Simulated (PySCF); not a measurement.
PySCF job for SiHBr3, SMILES Br[SiH](Br)Br, PBE0/pcSseg-1. Geometry: ωB97X-D3(BJ)/def2-SVP.

```python
import numpy as np
from pyscf import gto, scf, dft
from pyscf.prop.nmr import rks as nmr

mol = gto.M(
    atom='''
    Si    0.00000000   -0.00000000    0.62823207
    Br    1.79320909   -1.03530975   -0.10379224
    Br    0.00000000    2.07061950   -0.10379224
    Br   -1.79320909   -1.03530975   -0.10379224
    H    -0.00000001   -0.00000000    2.10293632
    ''',
    basis='pcSseg-1',
    charge=0,
    spin=0,
    max_memory=1600,
    verbose=3,
)
mf = dft.RKS(mol, xc='pbe0')
mf.grids.level = 3
mf.conv_tol = 1e-10
mf.max_cycle = 100
mf.kernel()
n = nmr.NMR(mf)
n.verbose = 2
n.max_cycle_cphf = 60
sigma = n.kernel()
print('atom   isotropic/ppm   span/ppm')
for i, s in enumerate(sigma):
    w = np.linalg.eigvalsh((s + s.T) / 2)
    print(f'{mol.atom_symbol(i):2s}{i + 1:3d} {w.mean():14.3f} {w[2] - w[0]:11.3f}')
```

It prints:

```
converged SCF energy = -8010.85401259636
atom   isotropic/ppm   span/ppm
Si  1        309.556      72.021
Br  2       2301.650     775.269
Br  3       2301.644     775.277
Br  4       2301.650     775.269
H   5         24.445       9.853
```

The run converged.

Cost: very roughly 50 core-seconds.
